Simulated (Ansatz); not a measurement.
Species: H$_{2}$FInS$_{2}$, SMILES `[F][In]([SH])[SH]` (S–In–S–H torsion 0°, S–In–S–H torsion 180°) (charge 0, multiplicity 1).

Problem. Give a relaxed geometry from Ansatz (a first-principles code) with PBE-D3(BJ)/def2-TZVP.

Solution. Several could match; the one computed here: the end point of this relaxation, one of several conformers (outside a Z-matrix the atoms follow the SMILES, hydrogens last).
Cartesian coordinates (Å) in one orientation:
```xyz
6

F      0.659     2.180    -0.298
In    -0.056     0.354    -0.078
S     -2.398     0.152    -0.454
S      1.613    -1.240     0.521
H     -2.378    -1.179    -0.196
H      2.559    -0.268     0.504
```
